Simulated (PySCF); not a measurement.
B(CCH)(Cl)(OH) (C2H2BClO), SMILES C#CB(O)Cl. Atoms are numbered in the order given.

```xyz
7

B     -0.3857     0.0601     0.0000
C      0.1765    -1.3652     0.0000
C      0.6047    -2.5039     0.0000
H      0.9948    -3.5065     0.0000
Cl     0.7134     1.4332     0.0000
O     -1.7056     0.3178     0.0000
H     -2.2366    -0.4867     0.0000
```
Charge 0, spin multiplicity 1.

Geometry optimised at PBE0-D3(BJ)/def2-SVP. Other conformers were not sampled.

Level of theory: PySCF with r2SCAN/def2-TZVP.

Symmetry labels are those of the subgroup Cs that the program uses (full group Cs).

Computed valence orbital energies around the gap with their symmetry:
```
orbital  symmetry  energy (eV)
-------  --------  -----------
HOMO−7         A'       -13.00
HOMO−6         A'       -11.20
HOMO−5         A"       -10.25
HOMO−4         A'        -9.60
HOMO−3         A"        -8.34
HOMO−2         A'        -8.20
HOMO−1         A"        -7.76
HOMO           A'        -7.47
LUMO           A"        -2.14
LUMO+1         A'        -0.60
LUMO+2         A'         0.67
LUMO+3         A"         1.99
```
